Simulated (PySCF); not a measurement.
Nuclear quadrupole coupling in `CCc1c(F)nnn1C`

Species: C₅H₈FN₃.
Atom-mapped SMILES: `[CH3:1][CH2:2][c:3]1[c:4]([F:5])[n:6][n:7][n:8]1[CH3:9]` (hydrogens: H10, H11, H12 on C1; H13, H14 on C2; H15, H16, H17 on C9)

Cartesian coordinates in Å at the GFN2-xTB level; atoms count from 1:
```
atom  x, y, z in Å
C1    -1.5722   -1.2644   -0.5139
C2    -1.0238   -0.4646    0.6709
C3    -0.1722    0.6613    0.2104
C4    -0.4684    1.9725   -0.1252
F5    -1.6571    2.5648   -0.0672
N6     0.6399    2.6020   -0.5260
N7     1.6121    1.7689   -0.4658
N8     1.1611    0.5986   -0.0320
C9     2.0505   -0.5108    0.1411
H10   -2.1866   -2.0860   -0.1558
H11   -0.7636   -1.6737   -1.1157
H12   -2.1828   -0.6259   -1.1475
H13   -1.8574   -0.0550    1.2445
H14   -0.4440   -1.1199    1.3250
H15    1.7545   -1.3460   -0.4948
H16    3.0455   -0.1727   -0.1403
H17    2.0576   -0.8372    1.1824
```

Field gradients from the PBE0/pcSseg-1 density (PySCF, non-relativistic), principal values in atomic units, ordered |Vxx| ≤ |Vyy| ≤ |Vzz|:

```
atom     Vxx     Vyy      Vzz
  N6  0.4109  0.6117  -1.0226
  N7  0.1072  0.8600  -0.9672
  N8  0.2230  0.3997  -0.6227
```

**Question.** Find the asymmetry η = (Vxx − Vyy)/Vzz and the couplings χ = eQV/h (234.96 MHz × Q in barn × V in au), with Q(14N) = 0.02044 b.

**Answer.** 
```csv
atom,environment,nucleus,η,χzz (MHz),χxx (MHz),χyy (MHz)
N6,pyridine-type nitrogen,14N,0.20,-4.911,1.973,2.938
N7,pyridine-type nitrogen,14N,0.78,-4.645,0.515,4.130
N8,pyrrole-type nitrogen,14N,0.28,-2.990,1.071,1.920
```

**Question.** What is Vzz at N6 in SI units (1 au = 9.71736 × 10²¹ V/m²)?

**Answer.** -1.0226 au = -9.937 × 10²¹ V/m².

**Question.** And the gradient at the other heavy atoms, for which no coupling is worked out here?

**Answer.** 
```csv
atom,environment,Vzz (au),η
C1,methyl carbon,0.094,0.21
C2,benzylic-type carbon,0.104,0.72
C3,substituted aromatic carbon,-0.176,0.61
C4,aromatic C–F carbon,0.344,0.42
F5,aryl fluorine,3.043,0.05
C9,N-methyl carbon,0.343,0.16
```

**Question.** What couplings would deuterons (Q(2H) = 0.00286 b) have in place of the hydrogens, at this geometry?

**Answer.** 
| atom | bonded to | bond length (Å) | Vzz (au) | η | χzz (kHz) |
| --- | --- | --- | --- | --- | --- |
| H10 | C1 | 1.087 | 0.3161 | 0.02 | 212 |
| H11 | C1 | 1.088 | 0.3142 | 0.04 | 211 |
| H12 | C1 | 1.087 | 0.3122 | 0.03 | 210 |
| H13 | C2 | 1.092 | 0.3001 | 0.03 | 202 |
| H14 | C2 | 1.092 | 0.3014 | 0.03 | 203 |
| H15 | C9 | 1.091 | 0.3004 | 0.07 | 202 |
| H16 | C9 | 1.088 | 0.3021 | 0.06 | 203 |
| H17 | C9 | 1.091 | 0.2993 | 0.07 | 201 |

Geometry: GFN2-xTB, one conformer, isolated molecule. GFN2-xTB bond lengths can be off by several hundredths of an ångström, more for odd bonds, and the gradients follow them. The small basis limits the accuracy of the gradients.

The run behind these numbers computed NMR shieldings as well. Rough CPU time on one thread of a shared machine: about 80 s.
